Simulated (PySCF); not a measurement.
Ge(F)(Br)2(Et), C2H5Br2FGe, SMILES [CH2](C)[Ge]([F])([Br])[Br] at its PBE0/def2-SVP optimised geometry (Å):

```
11

C     -2.0994    -1.4293    -1.3870
C     -0.5781    -1.3865    -1.4236
Ge     0.1799    -0.3121     0.0000
F     -0.3035    -0.9837     1.5262
Br     2.4695    -0.3121     0.0000
Br    -0.5946     1.8454     0.0000
H     -2.5349    -0.4257    -1.5058
H     -2.4695    -1.8454    -0.4381
H     -2.4864    -2.0597    -2.2021
H     -0.1942    -0.9687    -2.3677
H     -0.1292    -2.3862    -1.3047
```

Level of theory: PBE0/def2-TZVP (PySCF). Cells within 0.4 Å of a nucleus heavier than hydrogen are left out (blank, or x).

Map of the electron localisation function on the plane z = 0.0 Å:

```
|000000000000000000000000000|
|000000000000000000000000000|
|000000000011111000000000000|
|000000001234444210000000000|
|000000023566776530000000000|
|000000246777788741000000000|
|000001367731278751000000000|
|00000157872xx28750000000000|
|00000257863xx17730002221000|
|000001478823247510035653100|
|000000257775676311478876310|
|000000025667754323688887520|
|000000001244111136752487520|
|0000000000112xx22752x437630|
|0000000000114xx4273xxx27630|
|00000110001127722761x247630|
|000146640013111136764687520|
|001699982002322124788887410|
|003899995000111002578775300|
|003999996000000000256653100|
|001899994000000000022221000|
|000489981000000000000000000|
|000025520000000000000000000|
|000000000000000000000000000|
|000000000000000000000000000|
|000000000000000000000000000|
|000000000000000000000000000|
```
Scale: ten equal steps from 0.000 (start of '0') to 0.997 (end of '9'), in the order '0123456789'; x runs from -4.50 to 4.50, y from -4.50 (bottom) to 4.50 (top).
